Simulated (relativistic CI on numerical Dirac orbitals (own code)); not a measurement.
## How well does a small relativistic CI reproduce P VI?

Computed by Dirac-Coulomb-Breit CI, orbitals from a KLI potential per configuration, QED by a radiative potential, valence Slater integrals scaled by 0.85, P86 correlation estimate, and configurations built on the next ion tied to the tabulated ionisation energy (semi-empirical) (own radial code, finite nucleus).

CI space (outside the closed core 1s2): 2s2 2p6, 2s2 2p5 3s, 2s2 2p5 3p, 2s2 2p5 3d, 2s2 2p5 4s, 2s2 2p5 4p, 2s 2p6 3s, 2s2 2p5 4d, 2s2 2p5 4f, 2s 2p6 3p, 2s2 2p4 3s2, 2s 2p6 3d, 2s2 2p4 3s 3p, 2s2 2p4 3p2, 2s2 2p4 3s 3d, 2s 2p6 4s, 2s2 2p4 3p 3d, 2s 2p6 4p, 2s 2p6 4d, 2s 2p6 4f, 2s 2p5 3s2, 2s2 2p4 3d2. Levels of other configurations are missing.

| Configuration | Term (tabulated) | J | Measured (cm⁻¹) | Computed | Error | Purity (%) |
| --- | --- | --- | --- | --- | --- | --- |
| 2s2 2p6 | 1S | 0 | 0.0 | 0 | 0 | 100 |
| 2s2 2p5 3s | 3P° | 0 | 1097062.1 | 1099883 | 2821 | 100 |
| 2s2 2p5 3s | 1P° | 1 | 1103116.1 | 1104892 | 1776 | 83 |
| 2s2 2p5 3p | 3S | 1 | 1171426.2 | 1177256 | 5830 | 97 |
| 2s2 2p5 3p | 3D | 3 | 1185452.0 | 1189003 | 3551 | 100 |
| 2s2 2p5 3p | 3D | 1 | 1189314.2 | 1192635 | 3321 | 74 |
| 2s2 2p5 3p | 3P | 0 | 1197983.4 | 1200233 | 2250 | 100 |
| 2s2 2p5 3p | 3P | 1 | 1198998.6 | 1201435 | 2437 | 65 |
| 2s2 2p5 3p | 1S | 0 | 1242588.5 | 1246882 | 4293 | 97 |
| 2s2 2p5 3d | 3P° | 0 | 1305796.3 | 1309691 | 3895 | 100 |
| 2s2 2p5 3d | 3P° | 1 | 1306655.8 | 1310526 | 3870 | 98 |
| 2s2 2p5 3d | 3P° | 2 | 1308493.3 | 1312289 | 3795 | 92 |
| 2s2 2p5 3d | 3F° | 4 | 1310890.6 | 1314333 | 3443 | 100 |
| 2s2 2p5 3d | 3F° | 3 | 1312297.8 | 1315726 | 3429 | 78 |
| 2s2 2p5 3d | 3F° | 2 | 1314860.0 | 1318119 | 3259 | 73 |
| 2s2 2p5 4d | 2[1/2]° | 1 | 1516530.0 | 1517865 | 1335 | 94 |
| 2s2 2p5 4d | 2[3/2]° | 1 | 1523460.0 | 1525124 | 1664 | 85 |
| 2s2 2p5 4f | 2[3/2] | 1 | 1529334.0 | 1529785 | 451 | 100 |
| 2s2 2p5 4f | 2[3/2] | 2 | 1529450.0 | 1529893 | 443 | 70 |
| 2s2 2p5 4f | 2[9/2] | 5 | 1529982.0 | 1530410 | 428 | 100 |
| 2s2 2p5 4f | 2[9/2] | 4 | 1529999.0 | 1530433 | 434 | 54 |
| 2s2 2p5 4f | 2[5/2] | 3 | 1530271.0 | 1530622 | 351 | 56 |
| 2s2 2p5 4f | 2[5/2] | 2 | 1530389.0 | 1530727 | 338 | 45 |
| 2s2 2p5 4f | 2[7/2] | 3 | 1530877.0 | 1531161 | 284 | 40 |
| 2s2 2p5 4f | 2[7/2] | 4 | 1530893.0 | 1531177 | 284 | 69 |
| 2s2 2p5 4d | 2[3/2]° | 1 | 1531210.0 | 1535338 | 4128 | 87 |
| 2s2 2p5 4f | 2[5/2] | 3 | 1537573.0 | 1537855 | 282 | 44 |
| 2s2 2p5 4f | 2[7/2] | 3 | 1537607.0 | 1537925 | 318 | 69 |
| 2s2 2p5 4f | 2[7/2] | 4 | 1537631.0 | 1537953 | 322 | 38 |
| 2s2 2p5 4f | 2[5/2] | 2 | 1537657.0 | 1537926 | 269 | 55 |

Measured levels from Martin, Zalubas and Musgrove, J. Phys. Chem. Ref. Data 14, 751 (1985); pairs were made by configuration, J and term (by order where the table uses no LS term), so strongly mixed levels may be paired wrongly.

Mean error by configuration (cm⁻¹): 2s2 2p5 3s 2298; 2s2 2p5 3p 3614; 2s2 2p5 3d 3615; 2s2 2p5 4d 2376; 2s2 2p5 4f 350. Over the excited levels the mean absolute error is 2045 cm⁻¹ (29 of the 38 excited levels that our extract of the source holds in range could be paired, and the others can miss by more), and the median relative error of those above 1,000 cm⁻¹ is 0.16 %.
